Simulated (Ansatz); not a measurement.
```
atom   x (Å)    y (Å)    z (Å)
   O  0.0000   0.0000  -0.1101
   H  0.0000   0.6938   0.4404
   H  0.0000  -0.6938   0.4404
```

Basis set: def2-TZVP (spherical functions). Correlated methods keep 1 orbital frozen. Charge 0, multiplicity 1.

Computed with Ansatz (development build ahead of 0.2.0); each method stands on the lowest determinant of its kind that the runs found. Restricted open shells among the atoms or ions are ROHF, correlated in semicanonical orbitals with singles.

The atomization energy at this shape (free ground-state atoms in the same class of orbitals less the molecule, no zero-point energy) of singlet H2O:

| method | atomization energy |
| --- | --- |
| RHF | 6.58 eV |

(1) What does RHF-MP2 give?

Answers

(1) 9.32 eV. Caution: the shape is not the minimum.
